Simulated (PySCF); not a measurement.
C3H4BNO2, SMILES C1C(N=CB1O)=O.

Geometry optimised at PBE0-D3(BJ)/def2-SVP. This is a generated structure with no PubChem entry under its InChIKey; it may be hypothetical. The values are those of a single conformer.

Two levels are set side by side: TDDFT-PBE/def2-SVPD (PySCF) and TDDFT-PBE0/def2-SVPD (PySCF). Vertical, same geometry. The lowest singlet is HOMO→LUMO 100 % with PBE and HOMO→LUMO 98 % with the other functional; states are paired by order. Differences are taken from unrounded values.

| quantity | TDDFT-PBE0 |
|---|---|
| lowest singlet excitation (eV) | 2.92 |
| lowest triplet excitation (TDA) (eV) | 2.44 |
| first bright state (f over 0.05) (eV) | 6.51 |
| its oscillator strength | 0.30 |

**Question.** What does TDDFT-PBE give, and how far is it from TDDFT-PBE0? (An estimate is asked for; the answer gives what the named calculation found.)

**Answer.** 
```tsv
quantity	TDDFT-PBE	TDDFT-PBE minus TDDFT-PBE0
lowest singlet excitation (eV)	2.34	-0.58
lowest triplet excitation (TDA) (eV)	2.00	-0.44
first bright state (f over 0.05) (eV)	5.74	-0.77
its oscillator strength	0.06	-0.24
```

A lower first singlet is the usual sign of a functional without exact exchange. Differences between two approximate levels are no errors against the true value.

Rough cost on one machine, each run with all the roots and properties that it gave: TDDFT-PBE0 against TDDFT-PBE about 4 times.
